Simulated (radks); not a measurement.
Values are calculated unless marked as measured or tabulated.
Effect of the nuclear size on the sulfur ion S3+, [Ne] 3s2 3p1. Level of theory: Dirac Kohn-Sham, relativistic LDA (MacDonald-Vosko exchange, VWN5 correlation), spin-unpolarised, spherical densities, finite nucleus; open shells are shared between the two j in proportion to 2j + 1; Fermi nuclear charge, rms radius 3.2611 fm (a radial shooting solver on a logarithmic mesh with Libxc functionals). The rms radius is varied about that value; shifts are against it.

rms radius (fm) = 2.9024: total energy shift (eV) -0.00210; density at nucleus (e/bohr^3) 2928; 1s1/2 shift (meV) -0.876; 2s1/2 shift (meV) -0.061
rms radius (fm) = 3.0426: total energy shift (eV) -0.00131; density at nucleus (e/bohr^3) 2925; 1s1/2 shift (meV) -0.545; 2s1/2 shift (meV) -0.038
rms radius (fm) = 3.2611: total energy shift (eV) 0; density at nucleus (e/bohr^3) 2922; 1s1/2 shift (meV) 0.000; 2s1/2 shift (meV) 0.000
rms radius (fm) = 3.5839: total energy shift (eV) 0.00209; density at nucleus (e/bohr^3) 2917; 1s1/2 shift (meV) 0.873; 2s1/2 shift (meV) 0.061
rms radius (fm) = 3.8383: total energy shift (eV) 0.00388; density at nucleus (e/bohr^3) 2914; 1s1/2 shift (meV) 1.62; 2s1/2 shift (meV) 0.112

Slopes of the eigenvalues against <r^2> in GHz/fm^2, as finite differences over the two radii next to the reference (eigenvalue slopes, not the field-shift constants of lines): 1s1/2 95.6, 2s1/2 6.64.
